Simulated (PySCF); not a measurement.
Geometries of 5 isomers of C5H8OSi, from PySCF 2.14.0, PBE0-D3(BJ)/def2-SVP geometry optimisation, gas phase. One conformer each, no zero-point energy, no frequencies.

**Question.** Which is lowest in electronic energy at this level?
A.
```xyz
15
angstrom
C     -2.538    0.328   -0.329
O     -1.609   -0.679   -0.024
C     -0.321   -0.328    0.033
C      0.233    0.897   -0.160
C      1.699    0.941   -0.021
C      2.367   -0.197    0.279
Si     1.088   -1.541    0.425
H     -3.531   -0.139   -0.338
H     -2.518    1.132    0.428
H     -2.334    0.773   -1.319
H     -0.324    1.806   -0.400
H      2.209    1.901   -0.166
H      3.452   -0.224    0.394
H      0.943   -2.148    1.782
H      1.186   -2.640   -0.582
```
B.
```xyz
15
angstrom
C     -3.725   -0.388    0.746
C     -2.304   -0.370    0.446
C     -1.113   -0.349    0.202
C      0.276   -0.356   -0.088
C      1.029    0.762   -0.118
O      2.341    0.820   -0.382
Si     3.384   -0.463   -0.707
H     -4.331   -0.173   -0.149
H     -3.980    0.364    1.510
H     -4.036   -1.372    1.131
H      0.740   -1.329   -0.297
H      0.593    1.746    0.083
H      3.390   -1.421    0.438
H      4.718    0.164   -0.886
H      2.957   -1.173   -1.949
```
C.
```xyz
15
angstrom
Si    -2.369   -0.301    0.244
C     -0.974   -1.302   -0.570
C      0.379   -0.761   -0.299
C      1.418   -1.175    0.487
C      2.442   -0.183    0.359
C      1.946    0.756   -0.492
O      0.700    0.414   -0.890
H     -2.223   -0.349    1.730
H     -2.326    1.121   -0.207
H     -3.691   -0.891   -0.134
H     -1.031   -2.336   -0.199
H     -1.165   -1.338   -1.657
H      1.448   -2.085    1.083
H      3.420   -0.175    0.835
H      2.341    1.684   -0.897
```
D.
```xyz
15
angstrom
C     -1.499    0.065   -2.522
C     -1.250   -0.259   -1.130
C     -1.004   -0.512    0.035
C     -0.726   -0.810    1.394
C      0.428   -0.512    2.023
O      1.500    0.099    1.517
Si     1.909    0.732    0.005
H     -0.799    0.842   -2.871
H     -2.521    0.447   -2.668
H     -1.372   -0.816   -3.172
H     -1.495   -1.317    1.984
H      0.563   -0.777    3.077
H      3.282    1.261    0.233
H      1.954   -0.327   -1.041
H      1.008    1.850   -0.389
```
E.
```xyz
15
angstrom
C      2.357    0.965   -0.210
O      1.231    1.173    0.599
C      0.191    0.346    0.431
C      0.065   -0.693   -0.434
Si    -1.627   -1.403   -0.147
C     -2.033   -0.161    1.204
C     -0.956    0.636    1.327
H      3.096    1.726    0.070
H      2.105    1.076   -1.280
H      2.785   -0.039   -0.051
H      0.841   -0.992   -1.138
H     -2.553   -1.310   -1.318
H     -1.643   -2.823    0.328
H     -2.928   -0.033    1.816
H     -0.862    1.473    2.028
```

**Answer.** C. That is `C(c1ccco1)[SiH3]`, 14.1 kcal/mol below the next.

```json
{"SMILES": "[SiH3]Cc1ccco1", "atoms numbered as above": "[SiH3:1][CH2:2][c:3]1[cH:4][cH:5][cH:6][o:7]1", "E (Eh)": "-559.32557", "relative (kcal/mol)": "0.0", "relative (kJ/mol)": "0.0", "dipole (D)": "0.70"}
{"SMILES": "COC1=C[SiH2]C=C1", "atoms numbered as above": "[CH3:1][O:2][C:3]1=[CH:4][SiH2:5][CH:6]=[CH:7]1", "E (Eh)": "-559.30306", "relative (kcal/mol)": "14.1", "relative (kJ/mol)": "59.1", "dipole (D)": "1.42"}
{"SMILES": "COC1=CC=C[SiH2]1", "atoms numbered as above": "[CH3:1][O:2][C:3]1=[CH:4][CH:5]=[CH:6][SiH2:7]1", "E (Eh)": "-559.29359", "relative (kcal/mol)": "20.1", "relative (kJ/mol)": "84.0", "dipole (D)": "1.71"}
{"SMILES": "CC#C/C=C\\O[SiH3]", "atoms numbered as above": "[CH3:1][C:2]#[C:3]/[CH:4]=[CH:5]\\[O:6][SiH3:7]", "E (Eh)": "-559.28393", "relative (kcal/mol)": "26.1", "relative (kJ/mol)": "109.3", "dipole (D)": "1.13"}
{"SMILES": "CC#C/C=C/O[SiH3]", "atoms numbered as above": "[CH3:1][C:2]#[C:3]/[CH:4]=[CH:5]/[O:6][SiH3:7]", "E (Eh)": "-559.28161", "relative (kcal/mol)": "27.6", "relative (kJ/mol)": "115.4", "dipole (D)": "0.48"}
```

As drawn, the lowest has an aromatic ring and an Si–C bond, which the highest lacks; the highest has a C≡C bond, an Si–O bond and a C=C bond outside aromatic rings, which the lowest lacks.
